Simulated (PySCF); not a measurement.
Isomers of C3H7FO2S, one GFN2-xTB conformer each. Single-point energies are computed at PBE0/pcSseg-1 (PySCF, gas phase, no added dispersion term), electronic only.

**Question.** Rank them by PBE0/pcSseg-1 energy, lowest first (kJ/mol).
A. `[CH3:1][S:2](=[O:3])(=[O:4])[CH2:5][CH2:6][F:7]` with C1–S2–C5–C6 74°, S2–C5–C6–F7 -76°
B. `[CH3:1][C@H:2]([F:3])[S:4]([CH3:5])(=[O:6])=[O:7]` with C1–C2–S4–C5 161°

**Answer.** A (0.0), B (0.0).

Neighbours under 10 kJ/mol apart (CS(=O)(=O)CCF and C[C@H](F)S(C)(=O)=O) can change places with a better method, another conformer or zero-point energy. GFN2-xTB itself gives, in the same order: 0.0, 1.6. Both levels put the same isomer lowest.

**Question.** Which frontier levels, dipoles and rotational constants go with these structures?

**Answer.** 
```csv
SMILES,"HOMO (eV, PBE0/pcSseg-1)",LUMO (eV),dipole (D),"A, B, C (MHz)"
CS(=O)(=O)CCF,-8.37,1.07,3.49,"3694, 1606, 1483"
C[C@H](F)S(C)(=O)=O,-8.34,0.82,3.24,"3064, 2017, 1648"
```
